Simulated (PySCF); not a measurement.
## Eu⁵³⁺: ionisation energy

Eu⁵³⁺ [Ne] → Eu⁵⁴⁺ [He] 2s2 2p5 [2p1/2^2 2p3/2^3, M_J = 3/2], as a difference of total energies. All numbers are calculated (PySCF 2.14, the two-component X2C-1e Hamiltonian, in an even-tempered Gaussian basis (17 s from 33 bohr⁻², ratio 2.4; 13 p from 43 bohr⁻², ratio 2.4; 5 d from 160 bohr⁻², ratio 2.6; 4 f from 230 bohr⁻², ratio 2.6)). Correlated levels: nothing frozen; the 30 highest virtual spinors dropped. "Screened" scales the spin-orbit matrix elements by Boettger's factors to mimic the two-electron term; Breit and QED terms are absent.

```tsv
method	ionisation energy (eV)
GHF (spin-free)	11092.0
GMP2 (spin-free)	11093.6
GHF (screened spin-orbit)	10889.5
GMP2 (screened spin-orbit)	10891.1
```

For this ion Breit and QED terms and the two-electron picture change, all absent here, outweigh the correlation shift from GHF to GMP2.

The spin-free rows lack the spin-orbit shift.

For comparison: 10880 ± 5 eV (theoretical estimate listed by NIST; NIST Atomic Spectra Database, ionization energies).
